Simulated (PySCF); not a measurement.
**Threshold energies of SbH in a plasma**

PBE in PySCF with def2-TZVPPD on every atom (core potentials on Sb), for the lowest determinant that a PBE0 search found; no spin–orbit coupling.

| species | state (unpaired electrons) | Re (Å) | ωe (cm⁻¹) | energy of the minimum from the neutral (eV) | De (eV) | dissociates to |
| --- | --- | --- | --- | --- | --- | --- |
| SbH | triplet (π ↑↑) | 1.733 | 1856 | 0.00 | 2.65 | Sb + H |
| SbH⁺ | doublet (π ↑) | 1.730 | 1910 | 8.83 | 2.78 | Sb⁺ + H |

**Question.** Work out the lowest energy to break SbH into atoms, from its vibrational ground state.

**Answer.** D0 = De − ωe/2 = 2.65 − 0.12 = 2.53 eV (PBE/def2-TZVPPD).

**Question.** Work out the ionisation energy of the Sb atom at this level and the threshold of dissociative ionisation.

**Answer.** IE(Sb) = 8.83 + 2.78 − 2.65 = 8.96 eV, so Sb⁺ + H + e⁻ appears at D0 + IE(Sb) = 11.49 eV (PBE/def2-TZVPPD). The measured IE(Sb) is 8.608 eV (NIST ASD).

These are thermodynamic thresholds; the onsets seen under electron impact lie higher where the geometry changes, and cross-sections peak well above them.

These are scalar-relativistic numbers at best; spin–orbit coupling would shift them, the dissociation energy most. For an ion De counts to the pair picked by the measured ionisation energies or electron affinities, which need not be the lowest pair at this level. States were picked by a PBE0 search and need not be the measured ground states.
